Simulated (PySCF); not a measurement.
Vertical excitations of a molecule C2H4ClNOSi from TDA-PBE/def2-SVPD (PySCF), as energy in eV (oscillator strength): 4.13 (0.003), 5.13 (0.001), 5.46 (0.069), 5.74 (0.023), 5.87 (0.005), 6.24 (0.064), 6.41 (0.019), 6.63 (0.011), 6.64 (0.006), 6.80 (0.004). Lowest triplet (TDA): 3.23 eV. Geometry: B3LYP-D3(BJ)/def2-SVP. One conformer was computed; it need not be the lowest.

Task: Which structure fits?
A) C[Si@@H](Cl)OC#N
B) Cl[SiH2][C@H]1N=CO1
C) O[Si@@]1(Cl)C=NC1
D) N#CC[Si@@H](O)Cl

Result: C, O[Si@@]1(Cl)C=NC1
